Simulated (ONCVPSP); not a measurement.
Transferability test, ONCV potential for Ca

```
Element                 : calcium
Generator               : ONCVPSP 4.0.1
Type                    : optimised norm-conserving Vanderbilt (ONCV)
Functional              : LDA (Perdew-Wang 92)
Relativity              : scalar-relativistic
Frozen core             : [Ne]
Valence charge          : 10
Reference configuration : 3s2 3p6 4s2
Partial waves           : 3s+4s: rc 1.65 bohr, ncon 3, nbas 7, qcut 8.7 1/bohr, 3 projectors, debl 1.3 Ha; 3p: rc 1.50 bohr, ncon 5, nbas 8, qcut 10.2 1/bohr, 1 projector; d scattering state at 0.29 Ha: rc 1.75 bohr, ncon 4, nbas 8, qcut 5.7 1/bohr, 2 projectors, debl 1.8 Ha
Local potential         : polynomial inside 1.40 bohr (lpopt 5, dvloc0 1 Ha)
Core correction         : none
```

In the d channel the program set the typed energies aside and used -0.078, 1.722 Ha.

Energies are relative to the spin-unpolarised reference configuration 3s2 3p6 4s2; without spin polarisation the order of configurations can differ from experiment.

```
valence configuration  charge  ΔE all-electron (eV)  error AE − PS (meV)
          3s2 3p6 4s1      +1                 6.458                 -0.2
          3s2 3p6 4s0      +2                18.403                 -0.6
```

(1) What are ΔE and the potential's error for 3s2 3p6 4s1.5?

(2) What are ΔE and the potential's error for 3s2 3p6 3d0.5 4s1.5?

Results:

(1) ΔE = 2.564 eV all-electron; the error (AE − PS) is -0.1 meV.

(2) ΔE = 1.020 eV all-electron; the error (AE − PS) is +3.1 meV.
